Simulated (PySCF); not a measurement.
# C₆ coefficients of unlike pairs at UHF

Calculated with PySCF 2.14 from the dipole response of each species, C₆(A,B) = (3/π) ∫ α_A(iu) α_B(iu) du, in atomic units, from isotropic polarisabilities. For ions this is the dispersion term alone; charge-induced terms of lower order in 1/R come first.

```
species           configuration                                                                             basis     relativity  α (bohr³)  C₆ (like pair)
    As⁺  [Ar] 3d10 4s2 4p2 (3P)         x2c-TZVPPall with one added diffuse shell each of s, p, d type (7s6p5d1f)  spin-free X2C      17.15           104.8
   In²⁺      [Kr] 4d10 5s1 (2S)  x2c-QZVPPall with one added diffuse shell each of s, p, d, f type (14s10p8d5f1g)  spin-free X2C      17.49           82.69
    N³⁺           [He] 2s2 (1S)                                                           dyall-acv3z (15s9p4d2f)           none      2.238           2.257
     Li           [He] 2s1 (2S)                                                              dyall-av3z (15s9p3d)           none      170.0            1477
```

**Question.** Estimate C₆ for N³⁺ with As⁺.

**Answer.** The integral gives 15.26. The combination rule 2 C_A C_B / (C_A α_B/α_A + C_B α_A/α_B) gives 15.28 and the geometric mean 15.38.

No spin-orbit coupling is included.

The other pairs:

| pair | C₆ |
| --- | --- |
| Li, In²⁺ | 251.2 |
| Li, N³⁺ | 35.37 |
| N³⁺, In²⁺ | 13.41 |
| Li, As⁺ | 263.4 |
| In²⁺, As⁺ | 91.63 |
